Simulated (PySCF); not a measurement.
Potential energy of GaH⁺ along the bond

Set-up: PySCF, scalar-relativistic core potentials, basis sets Ga cc-pVTZ-PP with ECP10, H cc-pVTZ. Energies in eV from Ga⁺ + H in their ground configurations at the same level. State: ²Σ⁺ (doublet), unpaired electrons σ ↑.

All columns are PBE0. A positive dipole points towards H; it is taken about the centre of mass and depends on that origin.

```
R (Å)  E (eV)  μ (D)  Mulliken charge on Ga (basis-dependent)  HOMO (eV)  LUMO (eV)  Mayer bond order  ⟨S²⟩
1.444  -0.181   0.27                                     0.87     -14.56     -10.70              0.84  0.76
1.511  -0.326   0.30                                     0.88     -14.59     -10.73              0.81  0.76
1.578  -0.403   0.35                                     0.88     -14.61     -10.74              0.78  0.76
1.629  -0.429   0.39                                     0.89     -14.63     -10.73              0.76  0.76
1.679  -0.436   0.44                                     0.88     -14.65     -10.71              0.72  0.76
1.729  -0.428   0.49                                     0.88     -14.67     -10.67              0.69  0.76
1.796  -0.405   0.56                                     0.88     -14.70     -10.60              0.63  0.77
1.881  -0.366   0.66                                     0.87     -14.74     -10.47              0.57  0.77
1.981  -0.316   0.76                                     0.87     -14.78     -10.27              0.48  0.77
2.115  -0.261   0.86                                     0.87     -14.82      -9.94              0.39  0.76
```

A fit through these points gives, at Re = 1.675 Å, μ = 0.43 D and dμ/dR = 0.981 D/Å; the reduced mass is 0.9933 u.

Task: How strong is the fundamental in the double-harmonic approximation, I = 42.26·(dμ/dR)²/μred km/mol?

Result: I = 42.26·(0.981)²/0.9933 = 40.9 km/mol at PBE0.

Spin–orbit coupling is left out. For an ion De counts to the pair picked by the measured ionisation energies or electron affinities, which need not be the lowest pair at this level. The state is the lowest determinant that a PBE0 search found; another state may lie lower at other levels.
